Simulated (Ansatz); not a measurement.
**Ligand exchange: CH3F + InH2(SH) → CH4S + InH2F**

Gas-phase species: CH3F `CF`, singlet; InH2(SH), singlet; CH4S `CS`, singlet; InH2F `[F][InH2]`, singlet. The partners trade F for SH: C–F and In–SH bonds give way to C–SH and In–F.

Shapes, held fixed at every level: PBE0-D4/def2-TZVP. Programs: Ansatz 0.2.0. The zero-point and thermal change to 298 K, harmonic and unscaled (PBE0-D4/def2-TZVP), is -2.4 kJ/mol.

```csv
level,kind,ΔH(298 K) (kJ/mol),less CCSD(T)/def2-TZVPP
r2SCAN-D4/def2-TZVPP,meta-GGA,-16.5,-4.2
r2SCAN0-D4/def2-TZVPP,global hybrid,-11.8,+0.5
B2PLYP/def2-TZVPP,double hybrid,-17.0,-4.7
MP2/def2-SVP,perturbation theory,-14.1,-1.8
CCSD(T)/def2-SVP,coupled cluster or CI,-5.7,+6.6
CCSD/def2-SVP,coupled cluster or CI,-5.9,+6.4
CCSD(T)/def2-TZVPP,coupled cluster or CI,-12.3,0.0
```

The highest level, CCSD(T)/def2-TZVPP, gives ΔH(298 K) = -12.3 kJ/mol; the levels span -17.0 to -5.7. The column of differences is taken from that level and isn't an error. No measured value is set beside it here. For atoms past krypton def2 sets carry core potentials with scalar relativity. Outer-core shells of In are correlated, in sets that cover them unevenly.
